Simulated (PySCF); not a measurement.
Krypton: a sound run and one with changed settings

Sound run: Kr [Kr], Kr⁺ [Ar] 3d10 4s2 4p5. Computed with PySCF 2.14 in aug-cc-pVDZ-DK (6s5p3d, 36 functions), with the spin-free X2C one-electron Hamiltonian (Gaussian nucleus). In the sound run the correlated levels freeze [Ar] 3d10. The sound run starts from symmetry-adapted Hartree-Fock orbitals and uses a fine grid where one is needed.

Changed run: initial guess sap, at most 50 SCF cycles.

| species | method | sound run (hartree) | changed run (hartree) | converged |
| --- | --- | --- | --- | --- |
| Kr | UHF | -2788.05464 | -2788.05464 | yes |
| Kr | TPSS | -2789.80578 | -2789.80578 | yes |
| Kr | CCSD(T) | -2788.19429 | -2788.19429 | yes |
| Kr⁺ | PBE0 | -2789.08742 | -2789.08742 | yes |
| Kr⁺ | MP2 | -2787.66800 | -2787.66800 | yes |

Here the plain start reaches the same solutions.
